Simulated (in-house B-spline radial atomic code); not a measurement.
A fraction x of an electron is removed from 4p in Se⁺, starting from [Ar] 3d10 4s2 4p3 and keeping the highest spin. Method: scalar-relativistic (X2C) TPSSh, spin-polarised, spherical fractional occupations, Fermi nucleus of rms radius 4.14 fm. Calculated with an all-electron radial atomic-structure program (B-spline basis).

Caution: exact exchange at fractional occupations of open shells leaves self-interaction of up to several eV.

| x | E(x) - E(0) (eV) | 4p up level (eV) |
| --- | --- | --- |
| 0 | 0.0000 | -17.133 |
| 0.05 | 0.8682 | -17.594 |
| 0.13 | 2.3053 | -18.335 |
| 0.31 | 5.7570 | -20.021 |
| 0.47 | 9.0818 | -21.542 |
| 0.5 | 9.7324 | -21.829 |
| 0.62 | 12.4210 | -22.984 |
| 0.7 | 14.2908 | -23.760 |
| 0.79 | 16.4687 | -24.638 |
| 0.91 | 19.4958 | -25.817 |
| 1 | 21.8594 | -26.707 |

The exact functional would give a straight line between the two integer points. Deviations E(x) - E(0) - x[E(1) - E(0)], in eV: -0.225 at x = 0.05, -0.536 at x = 0.13, -1.019 at x = 0.31, -1.192 at x = 0.47, -1.197 at x = 0.5, -1.132 at x = 0.62, -1.011 at x = 0.7, -0.8 at x = 0.79, -0.396 at x = 0.91.

The curve lies below the straight line by up to 1.197 eV (at x = 0.5): convex, the delocalisation error, to which spherically averaged exact exchange adds.

Problem. How well does Slater's transition state (minus the level at half occupation) give the ionisation energy?

Solution. It gives 21.829 eV against 21.859 eV from the two total energies; NIST lists 21.20 eV, ground level to ground level. The end point has an open shell averaged over its orbitals, so its exact exchange keeps a self-interaction and this is no true integer point.
